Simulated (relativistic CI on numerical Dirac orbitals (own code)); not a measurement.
Tm⁴⁺ (4f11) in a crystal field

Calculated by Dirac-Coulomb-Breit CI, KLI orbitals optimised for each configuration, QED by a radiative potential, valence Slater integrals scaled by 0.8, one configuration in a parametric crystal field (own radial code).

Field parameters in Wybourne normalisation. The field is a parameter set, without covalency.

S is read from ⟨S²⟩ = S(S + 1).

Levels (cm⁻¹, degeneracy): 0 (2), 30 (2), 168 (2), 218 (2), 386 (2), 427 (2), 473 (2), 505 (2), 7692 (2), 7733 (2), 7828 (2), 7855 (2).

(1) Which field gives this pattern?
A. D4h, B20 = -270, B40 = -650, B44 = 1440, B60 = -320, B64 = 280 cm⁻¹
B. D4h, B20 = -1310, B40 = -1720, B44 = 290, B60 = 1000, B64 = 190 cm⁻¹
C. D4h, B20 = -1200, B40 = 2180, B44 = 260, B60 = 350, B64 = 580 cm⁻¹

Results:

(1) C. D4h, B20 = -1200, B40 = 2180, B44 = 260, B60 = 350, B64 = 580 cm⁻¹, ground level with S = 1.47.
